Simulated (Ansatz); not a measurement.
C3H7O, SMILES `[H]/[O+]=C\CC` (C–C–C–O torsion 110°) with one electron removed (charge 2, multiplicity 2), frozen-core CCSD(T)/cc-pVTZ // TPSSh-D3(BJ)/def2-TZVP run with Ansatz (a quantum-chemistry and plane-wave program). The calculation was stopped at its time limit.

Ansatz 0.2 input:
```yaml
crystal:
  periodic: [false, false, false]
  atoms:
    - { symbol: C, position_ang: [-1.296855, 0.12444, 0.32266] }
    - { symbol: C, position_ang: [-0.03831, -0.561189, -0.32064] }
    - { symbol: C, position_ang: [1.006287, 0.440064, -0.398277] }
    - { symbol: O, position_ang: [2.071362, 0.467832, 0.290464] }
    - { symbol: H, position_ang: [-1.091359, 0.428356, 1.348035] }
    - { symbol: H, position_ang: [-2.09049, -0.6219, 0.319277] }
    - { symbol: H, position_ang: [-1.620353, 0.986186, -0.260422] }
    - { symbol: H, position_ang: [0.270025, -1.44051, 0.248229] }
    - { symbol: H, position_ang: [-0.306058, -0.850229, -1.34388] }
    - { symbol: H, position_ang: [0.91138, 1.310213, -1.048782] }
    - { symbol: H, position_ang: [2.189125, -0.307252, 0.880977] }
basis:
  gaussian: { orbitals: cc-pVTZ }
correlation:
  method: ccsd_t
total_charge: 2
magnetization:
  spin_polarized: true
  initial_magnetization: 1
```

The last lines of the output:

```
1238 factors; integrals over basis functions are off by at most 8.7e-4 eV
mean field evaluation 1: about -5208.8417 eV, gradient 4.1e1 eV
mean field evaluation 2: about -5208.8427 eV, gradient 4.1e1 eV
mean field evaluation 4: about -5215.4936 eV, gradient 4.4e0 eV
mean field evaluation 8: about -5215.8466 eV, gradient 5.9e-1 eV
mean field evaluation 16: about -5215.8705 eV, gradient 1.2e-1 eV
mean field evaluation 32: about -5213.8403 eV, gradient 2.3e1 eV
mean field evaluation 64: about -5215.8635 eV, gradient 2.0e-1 eV
mean field evaluation 96: about -5216.0662 eV, gradient 2.3e0 eV
mean field evaluation 128: about -5215.9133 eV, gradient 1.4e0 eV
mean field evaluation 160: about -5215.8898 eV, gradient 3.2e-1 eV
mean field evaluation 192: about -5215.8465 eV, gradient 1.5e-1 eV
mean field evaluation 224: about -5215.7596 eV, gradient 3.0e0 eV
mean field evaluation 256: about -5210.8501 eV, gradient 2.0e1 eV
mean field evaluation 288: about -5216.1278 eV, gradient 1.0e-3 eV
mean field evaluation 320: about -5215.9845 eV, gradient 2.1e0 eV
mean field evaluation 352: about -5215.9494 eV, gradient 1.3e-1 eV
mean field evaluation 384: about -5210.9742 eV, gradient 2.0e1 eV
mean field evaluation 416: about -5215.1958 eV, gradient 1.1e1 eV
mean field evaluation 448: about -5214.0867 eV, gradient 1.4e1 eV
mean field evaluation 480: about -5215.9509 eV, gradient 2.2e-1 eV
mean field evaluation 512: about -5215.9455 eV, gradient 5.4e-1 eV
mean field -5216.12782623 eV, -191.6891619954 hartree, gradient 3.0e-6 eV, S^2 0.782964; 15 other end points of the search recorded, 0 dependent functions left out
determinant -5216.12782623 eV, -191.6891619954 hartree, with singles and doubles -5236.19420810 eV, -192.4265879279 hartree
determinant -5215.87936676 eV, -191.6800312784 hartree, with singles and doubles -5236.19446566 eV, -192.4265973930 hartree
determinant -5215.85984784 eV, -191.6793139714 hartree, with singles and doubles -5236.17252028 eV, -192.4257909151 hartree
determinant -5216.12782623 eV, -191.6891619954 hartree, with singles and doubles -5236.00766097 eV, -192.4197324474 hartree
determinant -5215.87936676 eV, -191.6800312784 hartree, with singles and doubles -5236.03784133 eV, -192.4208415550 hartree
```
